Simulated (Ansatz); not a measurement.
Calculated with Ansatz (gas phase, PBE0-D4/def2-TZVP geometries, no zero-point term in ΔE). CCSD(T)/CBS is the MP2 limit (def2-TZVPP, def2-QZVPP) plus CCSD(T) − MP2 in def2-TZVPP, frozen cores. This one scheme is used for every species. Functionals use def2-TZVPP. Each species was taken in one conformer, which may not be the lowest.

Reaction (ligand exchange at the Si–C bond): `CC[Si]CC` + CH₃SH → `CC[Si]SC` + ethane

CCSD(T)/CBS gives -31.1 kcal/mol.

**Question.** Another level gave -33.1 kcal/mol. Which?
A. BHLYP-D4/def2-TZVPP
B. BLYP/def2-TZVPP
C. CAM-B3LYP/def2-TZVPP
D. LC-ωPBE/def2-TZVPP

**Answer.** B. BLYP -33.1, BHLYP-D4 -31.8, CAM-B3LYP -30.7, LC-ωPBE -29.7 kcal/mol.

Largest T1 diagnostic among the species: 0.014.

From PBE to PBE0 (25 % exact exchange), in def2-TZVPP and without D4, ΔE moves by +1.1 kcal/mol. Leaving LDA and LC-ωPBE aside and taking each functional with its dispersion term where it has one, the values, not all of them listed here, spread over 3.3 kcal/mol, from r2SCAN-D4 to ωB97X-V. LDA lies +0.7 kcal/mol from PBE without D4.
